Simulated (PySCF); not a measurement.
C4H3FOS, SMILES Oc1cc(F)cs1. Coordinates come from a ωB97X-D3(BJ)/def2-SVP optimisation. One conformer was computed; it need not be the lowest.

Level of theory: ωB97X-D3(BJ)/def2-SVP (PySCF 2.14.0).

Harmonic wavenumbers (cm⁻¹): 168, 229, 295, 321, 446, 526, 553, 578, 633, 729, 742, 817, 887, 1005, 1147, 1178, 1226, 1336, 1494, 1619, 1701, 3278, 3304, 3890. Rotational constants (GHz): 4.300, 1.827, 1.282; symmetry number 1.

**Question.** Work out the zero-point energy and the ideal-gas rigid-rotor harmonic-oscillator thermochemistry at 298.15 K and 1 atm.

**Answer.** ZPE = ½ Σ hcν = ½ × 28103 cm⁻¹ = 40.18 kcal/mol. H − E(el) = 44.66 kcal/mol. Entropy in cal/(mol K): translation 40.21, rotation 27.86, vibration 11.07, total 79.14. G − E(el) = 21.06 kcal/mol. Cp = 24.66 cal/(mol K).
